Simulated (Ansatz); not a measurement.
Mulliken charges of CH₄O₃W (`[CH3][W](=[O])(=[O])[OH]`) from PBE/def2-TZVPP in Ansatz (PBE0-D4/def2-TZVP geometry).

```csv
atom,x (Å),y (Å),z (Å),charge (e)
C1,-0.923,-0.841,-0.547,-0.458
W2,0.777,0.209,0.130,0.944
O3,1.438,-0.756,1.369,-0.346
O4,1.839,0.243,-1.202,-0.351
O5,0.261,1.930,0.684,-0.367
H6,-0.640,-1.835,-0.899,0.128
H7,-1.645,-0.950,0.268,0.116
H8,-1.386,-0.295,-1.374,0.120
H9,0.279,2.295,1.571,0.215
```

By hand: the dipole of these point charges (1 e Å = 4.8032 D).

Σ q r = (-0.462, 0.163, 0.159) e Å, of length 0.515 e Å = 2.47 D.

How does the dipole of the full density compare? (An estimate is asked.)

The calculation gave: (-0.605, 0.303, 0.278) e Å, 3.51 D; the point charges give 0.70 times that, at 8° from its direction.

Point charges leave out the atoms' own dipoles, such as those of lone pairs, and Mulliken's split depends on the basis, so the two needn't agree.
